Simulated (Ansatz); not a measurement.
A run for Ansatz (a quantum-chemistry and plane-wave program): R-CCSD(T)/aug-cc-pVTZ on BrHSe (SMILES [SeH]Br), atoms moved off the minimum. The run froze 28 orbitals, filled d shells among them.

Ansatz 0.2 input:
```yaml
crystal:
  periodic: [false, false, false]
  atoms:
    - {symbol: Se, position_ang: [-0.74451088, -0.55993451, 0.72133393]}
    - {symbol: H, position_ang: [-1.59696505, -1.04295190, -0.33673369]}
    - {symbol: Br, position_ang: [0.65512035, 0.59116711, -0.77768758]}
basis:
  gaussian:
    orbitals: aug-cc-pVTZ
magnetization: {spin_polarized: false}
correlation: {method: ccsd_t, electrons: outside_noble_gas}
scf: {lower_state_search: off}
output: {forces: true}
```

It printed:

```
WARN ansatz: RAYON_NUM_THREADS=1 ignored (pool sized by the plan → 1); use --threads N
Functional definition: HF
these checks for a lower state are left out or cut short: starts, cluster_reference, orbital_swaps, neighbouring_geometries, increment
integrals: 0.29 GiB planned
874 factors; integrals over basis functions are off by at most 1.2e-3 eV
mean field: 0.50 GiB planned
mean field evaluation 1: about -135319.9810 eV, gradient 1.1e1 eV
mean field evaluation 2: about -135320.0365 eV, gradient 1.1e1 eV
mean field evaluation 4: about -135320.5215 eV, gradient 1.5e0 eV
mean field evaluation 8: about -135320.5335 eV, gradient 1.0e-4 eV
mean field -135320.53349678 eV, -4972.9378824548 hartree, gradient 3.1e-6 eV, S^2 0.000000; 0 other end points of the search recorded, 0 dependent functions left out
28 core orbitals not correlated
reference -135320.53349678 eV, -4972.9378824548 hartree; 7, 7 occupied and 106, 106 virtual orbitals, 874 factors
densities: 0.82 GiB planned
second order -8.79934908 eV of doubles, -0.00000000 eV of singles
coupled cluster: 0.53 GiB planned
cycle   1  -9.37526615 eV  change   -5.8e-1 eV  update   6.6e-2
cycle   2  -9.61519705 eV  change   -2.4e-1 eV  update   2.1e-2
cycle   3  -9.64758030 eV  change   -3.2e-2 eV  update   8.3e-3
cycle   4  -9.64386494 eV  change    3.7e-3 eV  update   2.4e-3
cycle   5  -9.64348839 eV  change    3.8e-4 eV  update   8.7e-4
cycle   6  -9.64349061 eV  change   -2.2e-6 eV  update   3.1e-4
cycle   7  -9.64349717 eV  change   -6.6e-6 eV  update   1.0e-4
cycle   8  -9.64352387 eV  change   -2.7e-5 eV  update   4.7e-5
cycle   9  -9.64352296 eV  change    9.0e-7 eV  update   2.2e-5
cycle  10  -9.64351415 eV  change    8.8e-6 eV  update   9.9e-6
cycle  11  -9.64351812 eV  change   -4.0e-6 eV  update   4.4e-6
cycle  12  -9.64351842 eV  change   -3.0e-7 eV  update   1.4e-6
perturbative correction -0.43142058 eV, -0.0158544138 hartree
the calculation of the forces begins
mean field evaluation 16: about -135320.5335 eV, gradient 3.1e-6 eV
Total energy: -135330.60843578 eV, -4973.3081296339 hartree
Atom 0 at    -0.744511    -0.559935     0.721334 Å, force     0.482808     0.296172     0.394955 eV/Å
Atom 1 at    -1.596965    -1.042952    -0.336734 Å, force    -0.440414    -0.256855    -0.480587 eV/Å
Atom 2 at     0.655120     0.591167    -0.777688 Å, force    -0.042394    -0.039317     0.085632 eV/Å
Dipole moment:    -0.192858    -0.139624     0.034925 e Å
Checks for a lower state left out: starts, cluster_reference, orbital_swaps, neighbouring_geometries, increment
```

The calculation finished and met its thresholds.

Cost: roughly 70 core-seconds.
